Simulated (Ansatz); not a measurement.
Consider the ligand exchange at the Si–O bond: `C[SiH2]O[SiH2]F` + `[NH2][AlH2]` → `F[SiH2][NH][AlH2]` + `C[SiH2]O`.

Isolated molecules relaxed with PBE0-D4/def2-TZVP in Ansatz; ΔE leaves out vibrations. CCSD(T)/CBS is the MP2 limit (def2-TZVPP, def2-QZVPP) plus CCSD(T) − MP2 in def2-TZVPP, frozen cores. This one scheme is used for every species. DFT in def2-TZVPP. HSE06 is defined as in plane-wave codes. Each species was taken in one conformer, which may not be the lowest.

`C[SiH2]O[SiH2]F`:

```xyz
12

C     0.753    1.744    0.369
Si   -0.556    0.849   -0.596
O    -0.822   -0.644    0.049
Si   -0.289   -2.160    0.201
F     1.194   -2.147    0.795
H     0.453    1.868    1.412
H     1.696    1.193    0.347
H     0.928    2.737   -0.056
H    -0.143    0.688   -2.017
H    -1.850    1.575   -0.549
H    -1.150   -2.876    1.163
H    -0.216   -2.827   -1.118
```

`[NH2][AlH2]`:

```xyz
6

N     0.778   -0.508   -0.127
Al   -0.687    0.449    0.113
H     1.703   -0.225    0.152
H     0.809   -1.415   -0.564
H    -0.544    1.858    0.820
H    -2.059   -0.159   -0.393
```

`F[SiH2][NH][AlH2]`:

```xyz
9

F    -2.344   -0.090    0.846
Si   -1.158    0.737    0.155
N    -0.003   -0.287   -0.572
Al    1.594   -0.798    0.054
H    -1.815    1.607   -0.850
H    -0.487    1.508    1.225
H    -0.281   -0.677   -1.465
H     2.448   -1.780   -0.844
H     2.047   -0.220    1.452
```

`C[SiH2]O`:

Z-matrix (Å, degrees):
```
C
Si 1 1.863
H 1 1.093 2 111.0
H 1 1.094 2 110.2 3 119.8
H 1 1.093 2 111.5 3 -120.7
O 2 1.652 1 112.6 3 57.7
H 2 1.492 1 108.9 3 -179.5
H 2 1.483 1 110.6 3 -59.4
H 6 0.957 2 117.7 1 68.6
```

Is it downhill or uphill in electronic energy at CCSD(T)/CBS, and by how much? (Estimate.)

Ansatz gave: Uphill: ΔE = +55.5 kJ/mol.

What do these levels give: PBE-D4, r2SCANh-D4, HSE06-D4, revPBE, BLYP, PBE0, RPA@PBE/def2-TZVPP, MP2/def2-SVP, CCSD/def2-SVP, SCS-MP2/def2-QZVPP, HF/CBS(def2), CCSD/CBS(def2)? (An estimate is asked.)

Ansatz gave: PBE-D4 49.6, r2SCANh-D4 56.2, HSE06-D4 51.8, revPBE 48.9, BLYP 56.8, PBE0 51.1, RPA@PBE/def2-TZVPP 54.7, MP2/def2-SVP 52.3, CCSD/def2-SVP 54.0, SCS-MP2/def2-QZVPP 57.8, HF/CBS(def2) 68.3, CCSD/CBS(def2) 57.6 kJ/mol.

Largest T1 diagnostic among the species: 0.012.

In def2-TZVPP, CCSD(T) changes the Hartree–Fock value by −11.9 kJ/mol (the triples alone add −2.0 kJ/mol) and MP2 by −12.4 kJ/mol. From BLYP to BHLYP (50 % exact exchange), in def2-TZVPP and without D4, ΔE moves by +4.8 kJ/mol.
